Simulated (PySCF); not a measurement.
Input for PySCF: D3(BJ) and D4 dispersion corrections on H3NSn (SMILES [NH2][SnH]), a point of a torsion scan.

```python
from pyscf import gto
from pyscf.dispersion import dftd3, dftd4

mol = gto.M(
    atom='''
    N    -0.80668482   -0.06782197   -0.28047369
    Sn    1.21216583   -0.64548003   -0.17316518
    H    -1.49876606   -0.56951488    0.26319801
    H    -0.96063178    0.91115554   -0.04995507
    H     1.12093604   -1.88172968   -1.57180754
    ''',
    basis='def2-svp',
    charge=0, spin=0, verbose=0, max_memory=1800)
d3, d4 = {}, {}
for xc in ['hf', 'pbe', 'blyp', 'revpbe', 'tpss', 'r2scan', 'b3lyp', 'pbe0', 'bhlyp', 'camb3lyp', 'b2plyp']:
    d3[xc] = float(dftd3.DFTD3Dispersion(mol, xc=xc, version='d3bj', atm=False).get_dispersion()['energy'])
    print(f'D3(BJ) {xc:10s} {d3[xc]:14.8f} Eh')
for xc in ['hf', 'pbe', 'blyp', 'revpbe', 'tpss', 'r2scan', 'b3lyp', 'pbe0', 'bhlyp', 'camb3lyp', 'b2plyp']:
    d4[xc] = float(dftd4.DFTD4Dispersion(mol, xc={'camb3lyp': 'cam-b3lyp'}.get(xc, xc), atm=True).get_dispersion()['energy'])
    print(f'D4     {xc:10s} {d4[xc]:14.8f} Eh')
```

It printed:

```
D3(BJ) hf            -0.02529642 Eh
D3(BJ) pbe           -0.00267157 Eh
D3(BJ) blyp          -0.00615693 Eh
D3(BJ) revpbe        -0.00667676 Eh
D3(BJ) tpss          -0.00344990 Eh
D3(BJ) r2scan        -0.00068323 Eh
D3(BJ) b3lyp         -0.00510151 Eh
D3(BJ) pbe0          -0.00237307 Eh
D3(BJ) bhlyp         -0.00433192 Eh
D3(BJ) camb3lyp      -0.00228000 Eh
D3(BJ) b2plyp        -0.00252731 Eh
D4     hf            -0.00972811 Eh
D4     pbe           -0.00264163 Eh
D4     blyp          -0.00590834 Eh
D4     revpbe        -0.00780225 Eh
D4     tpss          -0.00355764 Eh
D4     r2scan        -0.00055757 Eh
D4     b3lyp         -0.00436490 Eh
D4     pbe0          -0.00219603 Eh
D4     bhlyp         -0.00360913 Eh
D4     camb3lyp      -0.00224159 Eh
D4     b2plyp        -0.00180281 Eh
```

The run finished.

Cost: about 0.03 core-seconds (a rough figure).
